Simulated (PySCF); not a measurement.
29Si chemical shifts

PySCF 2.14 calculation with geometry from GFN2-xTB and PBE0/pcSseg-1 with gauge-including orbitals; single conformer, one averaged value for each set of equivalent atoms, isolated molecule, no relativistic terms.

Shieldings were converted by a linear fit to measured shifts: 29Si: δ = 279.94 − 0.822σ (rms 8.9 ppm, 72 shifts, 25.8 ppm with the 6 outliers that the fit left out vs TMS, solution or neat liquid). Occasional misses reach two or three times the rms, and more in compound classes unlike the fitted ones.

Problem. Give the 29Si shifts of `F[C@H]1C[C@H]([Si@@H]([SiH3])S[SiH3])C1`, `C=C(C=O)[Si@H]([SiH3])[SiH2]C`, `CC(=O)CC[Si@H](N)O[SiH3]`, `O[Si@@H](OC[SiH3])[C@H]1CCN1`, `COC1=C([SiH3])[Si@@H](F)[SiH2]1`, `C[C@]1(C(F)(F)F)CS[SiH2]S1`, `N#C[SiH]1[SiH2]C[SiH2]1`, `C=C(OC)[Si@H](O)[SiH2]NC`.

Solution. 
```json
{"compound": "[F:1][C@H:2]1[CH2:3][C@H:4]([Si@@H:5]([SiH3:6])[S:7][SiH3:8])[CH2:9]1", "environment": "Si5: silicon bonded to C, S, Si, H", "δ (ppm)": "-16.6"}
{"compound": "[F:1][C@H:2]1[CH2:3][C@H:4]([Si@@H:5]([SiH3:6])[S:7][SiH3:8])[CH2:9]1", "environment": "Si8: silicon bonded to S, 3 H", "δ (ppm)": "-56.8"}
{"compound": "[F:1][C@H:2]1[CH2:3][C@H:4]([Si@@H:5]([SiH3:6])[S:7][SiH3:8])[CH2:9]1", "environment": "Si6: silicon bonded to Si, 3 H", "δ (ppm)": "-101.4"}
{"compound": "[CH2:1]=[C:2]([CH:3]=[O:4])[Si@H:5]([SiH3:6])[SiH2:7][CH3:8]", "environment": "Si7: silicon bonded to C, Si, 2 H", "δ (ppm)": "-64.6"}
{"compound": "[CH2:1]=[C:2]([CH:3]=[O:4])[Si@H:5]([SiH3:6])[SiH2:7][CH3:8]", "environment": "Si5: silicon bonded to C, 2 Si, H", "δ (ppm)": "-77.5"}
{"compound": "[CH2:1]=[C:2]([CH:3]=[O:4])[Si@H:5]([SiH3:6])[SiH2:7][CH3:8]", "environment": "Si6: silicon bonded to Si, 3 H", "δ (ppm)": "-97.8"}
{"compound": "[CH3:1][C:2](=[O:3])[CH2:4][CH2:5][Si@H:6]([NH2:7])[O:8][SiH3:9]", "environment": "Si6: silicon bonded to C, N, O, H", "δ (ppm)": "-26.5"}
{"compound": "[CH3:1][C:2](=[O:3])[CH2:4][CH2:5][Si@H:6]([NH2:7])[O:8][SiH3:9]", "environment": "Si9: silicon bonded to O, 3 H", "δ (ppm)": "-45.6"}
{"compound": "[OH:1][Si@@H:2]([O:3][CH2:4][SiH3:5])[C@H:6]1[CH2:7][CH2:8][NH:9]1", "environment": "Si2: silicon bonded to C, 2 O, H", "δ (ppm)": "-33.8"}
{"compound": "[OH:1][Si@@H:2]([O:3][CH2:4][SiH3:5])[C@H:6]1[CH2:7][CH2:8][NH:9]1", "environment": "Si5: silicon bonded to C, 3 H", "δ (ppm)": "-68.2"}
{"compound": "[CH3:1][O:2][C:3]1=[C:4]([SiH3:5])[Si@@H:6]([F:7])[SiH2:8]1", "environment": "Si6: silicon bonded to C, F, Si, H, in a 4-membered ring", "δ (ppm)": "-5.3"}
{"compound": "[CH3:1][O:2][C:3]1=[C:4]([SiH3:5])[Si@@H:6]([F:7])[SiH2:8]1", "environment": "Si8: silicon bonded to C, Si, 2 H, in a 4-membered ring", "δ (ppm)": "-50.3"}
{"compound": "[CH3:1][O:2][C:3]1=[C:4]([SiH3:5])[Si@@H:6]([F:7])[SiH2:8]1", "environment": "Si5: silicon bonded to C, 3 H", "δ (ppm)": "-84.4"}
{"compound": "C[C@]1(C(F)(F)F)CS[SiH2]S1", "environment": "silicon bonded to 2 S, 2 H, in a 5-membered ring", "δ (ppm)": "-7.0"}
{"compound": "[N:1]#[C:2][SiH:3]1[SiH2:4][CH2:5][SiH2:6]1", "environment": "Si4/6: silicon bonded to C, Si, 2 H, in a 4-membered ring (×2)", "δ (ppm)": "-47.0"}
{"compound": "[N:1]#[C:2][SiH:3]1[SiH2:4][CH2:5][SiH2:6]1", "environment": "Si3: silicon bonded to C, 2 Si, H, in a 4-membered ring", "δ (ppm)": "-62.6"}
{"compound": "[CH2:1]=[C:2]([O:3][CH3:4])[Si@H:5]([OH:6])[SiH2:7][NH:8][CH3:9]", "environment": "Si5: silicon bonded to C, O, Si, H", "δ (ppm)": "-22.0"}
{"compound": "[CH2:1]=[C:2]([O:3][CH3:4])[Si@H:5]([OH:6])[SiH2:7][NH:8][CH3:9]", "environment": "Si7: silicon bonded to N, Si, 2 H", "δ (ppm)": "-46.9"}
```
